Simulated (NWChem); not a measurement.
Species: CH₆ClGeN; SMILES C[NH][GeH2][Cl]

```xyz
10

C      1.1611     2.1246     0.2541
N      0.0789     1.5005    -0.4749
Ge    -0.6706    -0.0580     0.0622
Cl     0.7236    -1.7419    -0.0457
H      2.1529     1.6659     0.0789
H      0.9635     2.0693     1.3365
H      1.2337     3.1948    -0.0005
H      0.1658     1.6013    -1.4818
H     -1.8262    -0.3865    -0.8875
H     -1.0501     0.0712     1.5408
```
Atoms are numbered in this order, from 1.

All runs use the structure optimised with PBE0/def2-SVP.

Question: List the 6 lowest vertical singlet excitations from B3LYP/6-31G* (spherical d), TDA (NWChem).

Answer: 
| state | energy (eV) | oscillator strength | leading excitation (squared amplitude) |
|---|---|---|---|
| S1 | 6.28 | 0.110 | HOMO → LUMO (0.69) |
| S2 | 6.34 | 0.025 | HOMO → LUMO+1 (0.73) |
| S3 | 7.06 | 0.018 | HOMO−1 → LUMO (0.99) |
| S4 | 7.24 | 0.014 | HOMO−2 → LUMO (0.96) |
| S5 | 7.36 | 0.019 | HOMO → LUMO+2 (0.92) |
| S6 | 7.82 | 0.001 | HOMO−1 → LUMO+1 (0.99) |
